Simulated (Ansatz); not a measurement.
Ansatz (a first-principles code) input for B(Cl)(H)(SiH3) (BClH4Si), SMILES [SiH3]BCl, B3LYP-D3(BJ)/def2-TZVP. 

Ansatz 0.2 input:
```yaml
crystal:
  periodic: [false, false, false]
  atoms:
    - {symbol: B, position_ang: [-0.53401778, -0.53774950, 0.12036539]}
    - {symbol: Cl, position_ang: [0.92442307, -1.05168707, 0.81552965]}
    - {symbol: H, position_ang: [-1.44229405, -1.27835510, 0.24025464]}
    - {symbol: Si, position_ang: [-0.67186208, 1.19696996, -0.81710357]}
    - {symbol: H, position_ang: [-1.61212692, 2.10793538, -0.14860503]}
    - {symbol: H, position_ang: [-1.17819791, 1.04928013, -2.18893941]}
    - {symbol: H, position_ang: [0.59358460, 1.93098793, -0.92909113]}
basis:
  gaussian:
    orbitals: def2-TZVP
hamiltonian:
  xc: b3lyp
  dispersion: d3bj
relax: {f_tol: 0.002, max_steps: 200}
```

Output:

```
WARN ansatz: RAYON_NUM_THREADS=1 ignored (pool sized by the plan → 1); use --threads N
Functional definition: B3LYP
integrals: 0.05 GiB planned
869 factors; their error is unknown
mean field: 0.44 GiB planned
mean field evaluation 1: about -21142.2825 eV, gradient 2.2e1 eV
mean field evaluation 2: about -21142.1856 eV, gradient 2.4e1 eV
mean field evaluation 4: about -21143.9164 eV, gradient 8.7e-1 eV
mean field evaluation 8: about -21143.9706 eV, gradient 1.3e-1 eV
mean field evaluation 16: about -21143.9706 eV, gradient 9.4e-6 eV
mean field -21143.97064582 eV, -777.0265893358 hartree, gradient 9.4e-6 eV, S^2 0.000000; 0 other end points of the search recorded, 0 dependent functions left out
the calculation of the forces begins
reference -21143.97091041 eV, -777.0265990594 hartree; 20, 20 occupied and 109, 109 virtual orbitals, 869 factors
relax step   1: F+E_penalty+E_count = -21144.21931193 eV  Δ(F+E_penalty+E_count) = +0.000e0 eV  max|allowed force component| = 1.178e0 eV/Å  Δτ_max = 0.0000 Å  (25 SCF iters, accepted)
these checks for a lower state are left out or cut short: starts, cluster_reference, orbital_swaps, neighbouring_geometries, increment
integrals: 0.05 GiB planned
869 factors; their error is unknown
mean field: 0.44 GiB planned
mean field -21144.03207284 eV, -777.0288467371 hartree, gradient 2.1e-5 eV, S^2 0.000000; 0 other end points of the search recorded, 0 dependent functions left out
the calculation of the forces begins
reference -21144.03233749 eV, -777.0288564629 hartree; 20, 20 occupied and 109, 109 virtual orbitals, 869 factors
relax step   2: F+E_penalty+E_count = -21144.27955523 eV  Δ(F+E_penalty+E_count) = -6.024e-2 eV  max|allowed force component| = 6.369e-1 eV/Å  Δτ_max = 0.0473 Å  (29 SCF iters, accepted)
these checks for a lower state are left out or cut short: starts, cluster_reference, orbital_swaps, neighbouring_geometries, increment
integrals: 0.05 GiB planned
869 factors; their error is unknown
mean field: 0.44 GiB planned
mean field -21144.04694381 eV, -777.0293932352 hartree, gradient 2.1e-5 eV, S^2 0.000000; 0 other end points of the search recorded, 0 dependent functions left out
the calculation of the forces begins
reference -21144.04720951 eV, -777.0294029994 hartree; 20, 20 occupied and 109, 109 virtual orbitals, 869 factors
relax step   3: F+E_penalty+E_count = -21144.29246319 eV  Δ(F+E_penalty+E_count) = -1.291e-2 eV  max|allowed force component| = 1.408e-1 eV/Å  Δτ_max = 0.0322 Å  (28 SCF iters, accepted)
these checks for a lower state are left out or cut short: starts, cluster_reference, orbital_swaps, neighbouring_geometries, increment
integrals: 0.05 GiB planned
869 factors; their error is unknown
mean field: 0.44 GiB planned
mean field evaluation 32: about -21143.9950 eV, gradient 1.1e-3 eV
mean field -21144.04725640 eV, -777.0294047228 hartree, gradient 2.2e-5 eV, S^2 0.000000; 0 other end points of the search recorded, 0 dependent functions left out
the calculation of the forces begins
reference -21144.04752219 eV, -777.0294144905 hartree; 20, 20 occupied and 109, 109 virtual orbitals, 869 factors
relax step   4: F+E_penalty+E_count = -21144.29280971 eV  Δ(F+E_penalty+E_count) = -3.465e-4 eV  max|allowed force component| = 5.994e-2 eV/Å  Δτ_max = 0.0087 Å  (30 SCF iters, accepted)
these checks for a lower state are left out or cut short: starts, cluster_reference, orbital_swaps, neighbouring_geometries, increment
integrals: 0.05 GiB planned
869 factors; their error is unknown
mean field: 0.44 GiB planned
mean field -21144.04741480 eV, -777.0294105439 hartree, gradient 2.2e-5 eV, S^2 0.000000; 0 other end points of the search recorded, 0 dependent functions left out
the calculation of the forces begins
reference -21144.04768064 eV, -777.0294203134 hartree; 20, 20 occupied and 109, 109 virtual orbitals, 869 factors
relax step   5: F+E_penalty+E_count = -21144.29293410 eV  Δ(F+E_penalty+E_count) = -1.244e-4 eV  max|allowed force component| = 3.309e-2 eV/Å  Δτ_max = 0.0095 Å  (30 SCF iters, accepted)
these checks for a lower state are left out or cut short: starts, cluster_reference, orbital_swaps, neighbouring_geometries, increment
integrals: 0.05 GiB planned
869 factors; their error is unknown
mean field: 0.44 GiB planned
mean field -21144.04743956 eV, -777.0294114537 hartree, gradient 2.2e-5 eV, S^2 0.000000; 0 other end points of the search recorded, 0 dependent functions left out
the calculation of the forces begins
reference -21144.04770540 eV, -777.0294212232 hartree; 20, 20 occupied and 109, 109 virtual orbitals, 869 factors
relax step   6: F+E_penalty+E_count = -21144.29305787 eV  Δ(F+E_penalty+E_count) = -1.238e-4 eV  max|allowed force component| = 4.203e-3 eV/Å  Δτ_max = 0.0067 Å  (30 SCF iters, accepted)
these checks for a lower state are left out or cut short: starts, cluster_reference, orbital_swaps, neighbouring_geometries, increment
integrals: 0.05 GiB planned
869 factors; their error is unknown
mean field: 0.44 GiB planned
mean field -21144.04743210 eV, -777.0294111794 hartree, gradient 7.6e-6 eV, S^2 0.000000; 0 other end points of the search recorded, 0 dependent functions left out
the calculation of the forces begins
reference -21144.04769795 eV, -777.0294209493 hartree; 20, 20 occupied and 109, 109 virtual orbitals, 869 factors
relax step   7: F+E_penalty+E_count = -21144.29306772 eV  Δ(F+E_penalty+E_count) = -9.857e-6 eV  max|allowed force component| = 8.868e-4 eV/Å  Δτ_max = 0.0051 Å  (23 SCF iters, accepted)
these checks for a lower state are left out or cut short: starts, cluster_reference, orbital_swaps, neighbouring_geometries, increment
integrals: 0.05 GiB planned
869 factors; their error is unknown
mean field: 0.44 GiB planned
mean field evaluation 64: about -21144.0474 eV, gradient 2.2e-5 eV
mean field -21144.04742259 eV, -777.0294108300 hartree, gradient 2.2e-5 eV, S^2 0.000000; 0 other end points of the search recorded, 0 dependent functions left out
the calculation of the forces begins
reference -21144.04768847 eV, -777.0294206010 hartree; 20, 20 occupied and 109, 109 virtual orbitals, 869 factors
relax step   8: F+E_penalty+E_count = -21144.29307702 eV  Δ(F+E_penalty+E_count) = -9.290e-6 eV  max|allowed force component| = 5.156e-3 eV/Å  Δτ_max = 0.0100 Å  (28 SCF iters, accepted)
these checks for a lower state are left out or cut short: starts, cluster_reference, orbital_swaps, neighbouring_geometries, increment
integrals: 0.05 GiB planned
869 factors; their error is unknown
mean field: 0.44 GiB planned
mean field -21144.04742243 eV, -777.0294108242 hartree, gradient 2.2e-5 eV, S^2 0.000000; 0 other end points of the search recorded, 0 dependent functions left out
the calculation of the forces begins
reference -21144.04768834 eV, -777.0294205963 hartree; 20, 20 occupied and 109, 109 virtual orbitals, 869 factors
relax step   9: F+E_penalty+E_count = -21144.29308382 eV  Δ(F+E_penalty+E_count) = -6.800e-6 eV  max|allowed force component| = 5.643e-3 eV/Å  Δτ_max = 0.0094 Å  (29 SCF iters, accepted)
these checks for a lower state are left out or cut short: starts, cluster_reference, orbital_swaps, neighbouring_geometries, increment
integrals: 0.05 GiB planned
869 factors; their error is unknown
mean field: 0.44 GiB planned
mean field -21144.04744843 eV, -777.0294117798 hartree, gradient 2.2e-5 eV, S^2 0.000000; 0 other end points of the search recorded, 0 dependent functions left out
the calculation of the forces begins
reference -21144.04771439 eV, -777.0294215535 hartree; 20, 20 occupied and 109, 109 virtual orbitals, 869 factors
relax step  10: F+E_penalty+E_count = -21144.29309107 eV  Δ(F+E_penalty+E_count) = -7.255e-6 eV  max|allowed force component| = 5.733e-3 eV/Å  Δτ_max = 0.0122 Å  (29 SCF iters, accepted)
these checks for a lower state are left out or cut short: starts, cluster_reference, orbital_swaps, neighbouring_geometries, increment
integrals: 0.05 GiB planned
869 factors; their error is unknown
mean field: 0.44 GiB planned
mean field -21144.04744979 eV, -777.0294118298 hartree, gradient 8.6e-6 eV, S^2 0.000000; 0 other end points of the search recorded, 0 dependent functions left out
the calculation of the forces begins
reference -21144.04771576 eV, -777.0294216039 hartree; 20, 20 occupied and 109, 109 virtual orbitals, 869 factors
relax step  11: F+E_penalty+E_count = -21144.29309003 eV  Δ(F+E_penalty+E_count) = +1.039e-6 eV  max|allowed force component| = 7.235e-3 eV/Å  Δτ_max = 0.0050 Å  (23 SCF iters, rejected (line search))
these checks for a lower state are left out or cut short: starts, cluster_reference, orbital_swaps, neighbouring_geometries, increment
integrals: 0.05 GiB planned
869 factors; their error is unknown
mean field: 0.44 GiB planned
mean field -21144.04745741 eV, -777.0294121098 hartree, gradient 1.1e-5 eV, S^2 0.000000; 0 other end points of the search recorded, 0 dependent functions left out
the calculation of the forces begins
reference -21144.04772338 eV, -777.0294218838 hartree; 20, 20 occupied and 109, 109 virtual orbitals, 869 factors
relax step  12: F+E_penalty+E_count = -21144.29309193 eV  Δ(F+E_penalty+E_count) = -8.611e-7 eV  max|allowed force component| = 3.561e-3 eV/Å  Δτ_max = 0.0024 Å  (23 SCF iters, accepted)
these checks for a lower state are left out or cut short: starts, cluster_reference, orbital_swaps, neighbouring_geometries, increment
integrals: 0.05 GiB planned
869 factors; their error is unknown
mean field: 0.44 GiB planned
mean field evaluation 96: about -21144.0475 eV, gradient 1.5e-5 eV
mean field -21144.04746507 eV, -777.0294123912 hartree, gradient 1.5e-5 eV, S^2 0.000000; 0 other end points of the search recorded, 0 dependent functions left out
the calculation of the forces begins
reference -21144.04773104 eV, -777.0294221655 hartree; 20, 20 occupied and 109, 109 virtual orbitals, 869 factors
relax step  13: F+E_penalty+E_count = -21144.29309348 eV  Δ(F+E_penalty+E_count) = -1.549e-6 eV  max|allowed force component| = 2.504e-3 eV/Å  Δτ_max = 0.0022 Å  (23 SCF iters, accepted)
these checks for a lower state are left out or cut short: starts, cluster_reference, orbital_swaps, neighbouring_geometries, increment
integrals: 0.05 GiB planned
869 factors; their error is unknown
mean field: 0.44 GiB planned
mean field -21144.04745934 eV, -777.0294121808 hartree, gradient 3.8e-5 eV, S^2 0.000000; 0 other end points of the search recorded, 0 dependent functions left out
the calculation of the forces begins
reference -21144.04772531 eV, -777.0294219550 hartree; 20, 20 occupied and 109, 109 virtual orbitals, 869 factors
relax step  14: F+E_penalty+E_count = -21144.29309366 eV  Δ(F+E_penalty+E_count) = -1.813e-7 eV  max|allowed force component| = 1.676e-3 eV/Å  Δτ_max = 0.0004 Å  (18 SCF iters, accepted)
integrals: 0.05 GiB planned
869 factors; their error is unknown
mean field: 0.44 GiB planned
mean field -21144.04745935 eV, -777.0294121808 hartree, gradient 3.8e-5 eV, S^2 0.000000; 1 other end points of the search recorded, 0 dependent functions left out
the calculation of the forces begins
reference -21144.04772531 eV, -777.0294219550 hartree; 20, 20 occupied and 109, 109 virtual orbitals, 869 factors
Total energy: -21144.29335963 eV, -777.0384488496 hartree
Atom 0 at    -0.540654    -0.528894     0.122848 Å, force     0.001676    -0.000616     0.000982 eV/Å
Atom 1 at     0.970402    -1.102433     0.790176 Å, force    -0.001503     0.000612    -0.000765 eV/Å
Atom 2 at    -1.476273    -1.247743     0.273420 Å, force    -0.000127     0.000088    -0.000178 eV/Å
Atom 3 at    -0.669361     1.239722    -0.836293 Å, force    -0.000092    -0.000092     0.000110 eV/Å
Atom 4 at    -1.664971     2.095034    -0.139457 Å, force     0.000087    -0.000051    -0.000085 eV/Å
Atom 5 at    -1.164835     1.004966    -2.217487 Å, force    -0.000025     0.000022    -0.000055 eV/Å
Atom 6 at     0.625201     1.956731    -0.900797 Å, force    -0.000015     0.000038    -0.000009 eV/Å
Dipole moment:    -0.081538    -0.000748    -0.019450 e Å
```

The run converged.

Cost: roughly 60 core-seconds.
